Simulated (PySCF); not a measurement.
HZn (SMILES [ZnH]), doublet, at a GFN2-xTB geometry (such geometries of metal compounds can be far from the true shape) (the spin is typed, not shown lowest). Base run: PySCF with R2SCAN/3-21G.

The PySCF input:
```python
from pyscf import gto, scf, dft

mol = gto.M(
    atom='''
Zn   -0.000000   -0.000000   -0.054972
H     0.000000    0.000000    1.649168
''',
    basis='3-21g',
    charge=0,
    spin=1,
    verbose=4,
    symmetry=True,
)

mf = dft.UKS(mol)
mf.xc = 'r2scan'
mf.kernel()
mf.analyze()
```

Each row names what was changed in the base input (with any setting that the change needs).

```
change                   ΔE vs base (mEh)  point group used  SCF cycles
-----------------------  ----------------  ----------------  ----------
base                                0.000              Coov           8
symmetry_subgroup = C2v             0.000               C2v           8
symmetry = off                      0.000                C1           8
```

Open shells are given as the SCF converged; they aren't shown to be the lowest states, and a large step between rows can be another state.
